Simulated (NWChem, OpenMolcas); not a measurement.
**A ladder of methods for SnSiH4OF (SMILES [F][SnH][O][SiH3])**

SnSiH4OF has 8 atoms, charge 0, and is taken as a doublet. SMILES: `[F][SnH][O][SiH3]`. Geometry: relaxed at PBE0-D4/def2-TZVP. This is one conformer, not always the lowest.

```xyz
8

F    -1.6073    1.7317    1.0203
Sn   -0.4207    1.8745   -0.4935
O     0.2100    0.0393   -0.6944
Si    0.7138   -1.1827    0.2769
H    -1.4357    2.1763   -1.8771
H     1.7291   -1.9821   -0.4567
H    -0.4272   -2.0613    0.6436
H     1.3303   -0.6529    1.5250
```

Each level gives the vertical energy of the quartet above the doublet (eV). The values are calculated.

```csv
level,kind,program,value (eV),CPU time (all runs)
U-revPBE/def2-SVP (core potential),GGA,OpenMolcas,6.28,2.2 min
UBLYP/def2-SVP (core potential),GGA,OpenMolcas,6.33,2.4 min
UTPSS/def2-SVP (core potential),meta-GGA,OpenMolcas,6.44,3.1 min
UB3LYP/def2-SVP (core potential),global hybrid,OpenMolcas,6.70,2.1 min
UBHLYP/def2-SVP (core potential),global hybrid,OpenMolcas,7.00,2.3 min
UM06-2X/def2-SVP (core potential),hybrid meta-GGA,OpenMolcas,7.10,2.8 min
UPBE0/def2-SVP (core potential),global hybrid,OpenMolcas,6.67,1.8 min
UMP2/def2-SVP (core potential),perturbation theory,NWChem,7.75,2.4 min
```

Spin-orbit coupling, which can split open shells on such heavy atoms by tenths of an eV, is left out. The values span 6.28 to 7.75 eV. In the correlated wave-function rows the outer d shell of Sn is correlated, in sets not made for it. Times are those of the runs behind each value, whatever else they computed, on shared processors of several kinds: orders of magnitude only.
